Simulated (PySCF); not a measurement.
SCF from a fresh guess for singlet NiH₂, at the PBE0 minimum. PySCF input:

```python
from pyscf import gto, scf, dft
mol = gto.M(atom='''
Ni    -0.000000     0.000000    -0.035880
H      0.932757    -0.000000     1.031284
H     -0.932757     0.000000     1.031284''',
    basis={'Ni': 'def2-TZVP', 'H': 'def2-TZVP'},
    charge=0, spin=0)
mf = dft.RKS(mol, xc='PBE0')
mf.grids.atom_grid = (50, 194)
aux = {'Ni': 'def2-universal-JKFIT', 'H': 'def2-universal-JKFIT'}
mf = mf.density_fit(auxbasis=aux)
mf.conv_tol = 1e-08
mf.diis_space = 10
mf.max_cycle = 60
mf.init_guess = 'minao'
mf.verbose = 4
mf.kernel()
```

Excerpt of the output (cycles and frontier levels):

```
init E= -1508.4454463121
  HOMO = 0.171376699334798  LUMO = 0.183897902573823  gap/eV = 0.34072
cycle= 1 E= -1489.24019968424  delta_E= 19.2  |g|= 9.69  |ddm|= 13.2
  HOMO = -2.38294493074567  LUMO = -1.99923757997618  gap/eV = 10.44121
cycle= 2 E= -1486.10046078273  delta_E= 3.14  |g|= 14.5  |ddm|= 16.6
  HOMO = -1.03064212132875  LUMO = -0.72944997150059  gap/eV = 8.19586
cycle= 3 E= -1503.59733606033  delta_E= -17.5  |g|= 7.44  |ddm|= 8.61
  HOMO = -0.550391412609168  LUMO = -0.317678729685135  gap/eV = 6.33243
cycle= 4 E= -1506.85693424035  delta_E= -3.26  |g|= 4.97  |ddm|= 2.33
  HOMO = -0.478039665256746  LUMO = -0.243659553559913  gap/eV = 6.37781
cycle= 5 E= -1508.06692170445  delta_E= -1.21  |g|= 3.33  |ddm|= 0.602
  HOMO = -0.237302161677668  LUMO = -0.0875651526766594  gap/eV = 4.07455
cycle= 6 E= -1509.19861263331  delta_E= -1.13  |g|= 0.198  |ddm|=    1
  HOMO = -0.18448729894362  LUMO = -0.0421865545586888  gap/eV = 3.87220
cycle= 7 E= -1509.1863692226  delta_E= 0.0122  |g|= 0.465  |ddm|= 0.294
  HOMO = -0.206040829199738  LUMO = -0.0526491255200874  gap/eV = 4.17400
cycle= 8 E= -1509.20422979253  delta_E= -0.0179  |g|= 0.201  |ddm|= 0.0859
  HOMO = -0.22190758946703  LUMO = -0.0597713422762851  gap/eV = 4.41195
cycle= 9 E= -1509.20796647502  delta_E= -0.00374  |g|= 0.0383  |ddm|= 0.0592
  HOMO = -0.223927931408254  LUMO = -0.0599092559878338  gap/eV = 4.46318
cycle= 10 E= -1509.20814181483  delta_E= -0.000175  |g|= 0.00054  |ddm|= 0.0152
  HOMO = -0.223810190474982  LUMO = -0.0597880874137813  gap/eV = 4.46327
cycle= 11 E= -1509.2081419666  delta_E= -1.52e-07  |g|= 0.000149  |ddm|= 0.00105
  HOMO = -0.223807022844875  LUMO = -0.0597871097153808  gap/eV = 4.46321
cycle= 12 E= -1509.20814198069  delta_E= -1.41e-08  |g|= 1.77e-05  |ddm|= 0.000399
  HOMO = -0.223808183623959  LUMO = -0.0597880924567926  gap/eV = 4.46321
cycle= 13 E= -1509.20814198134  delta_E= -6.52e-10  |g|= 1.79e-05  |ddm|= 0.000111
  HOMO = -0.223813900041256  LUMO = -0.0597912314277718  gap/eV = 4.46328
Extra cycle  E= -1509.20814198088  delta_E= 4.55e-10  |g|= 7.31e-05  |ddm|= 2.5e-05
converged SCF energy = -1509.20814198088
```

No lower solution of this spin was found by a stability analysis within the restricted form, which does not test spin polarisation.

Stability towards spin polarisation was not tested.

The search for the lowest solution, with the stability check, took 0.5 s on 2 threads of a shared AMD EPYC 9R45 96-Core (Zen 5) host, with 57 basis functions; the process peaked at 0.25 GiB. Launch command: `OMP_NUM_THREADS=2 python axn.py task.json out`.
